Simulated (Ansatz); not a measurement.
Species: sum formula AlO2BrH2, net charge 0, singlet state. SMILES: [OH][Al]([OH])[Br]
Structure (B3LYP-D3(BJ)/def2-TZVP (Ansatz, a first-principles code) minimum search):
```
Al
O 1 1.6880
H 2 0.9575 1 125.54
O 1 1.6880 2 125.62 3 0.00
H 4 0.9575 1 125.54 2 0.00
Br 1 2.2406 2 117.19 3 -180.00
```
Charge 0, spin multiplicity 1.

Computed values are from Ansatz. Valence correlation only, unless marked. UHF or UKS for open shells. No spin-orbit coupling. Frozen are the shells of the preceding noble gas and the d and f shells that filled before the atom's block. No relativistic terms. Basis-set limits of correlation are two-point, X^-3; Hartree-Fock from the larger set.

```yaml
atomisation energy De: 2247.8 kJ/mol at CCSD(T)/CBS(def2-TZVPPD,def2-QZVPPD)
vertical ionisation energy (to the doublet): 11.28 eV at CCSD(T)/CBS(def2-TZVPPD,def2-QZVPPD)
vertical_triplet_singlet_gap: 6.72 eV at CCSD(T)/CBS(def2-TZVPPD,def2-QZVPPD)
total_energy: -2966.4336 Eh at CCSD(T)/CBS(def2-TZVPPD,def2-QZVPPD)
dipole_moment: 3.35 D at CCSD(T)/def2-SVPD
T1 diagnostic: 0.011 at CCSD/def2-QZVPPD
```
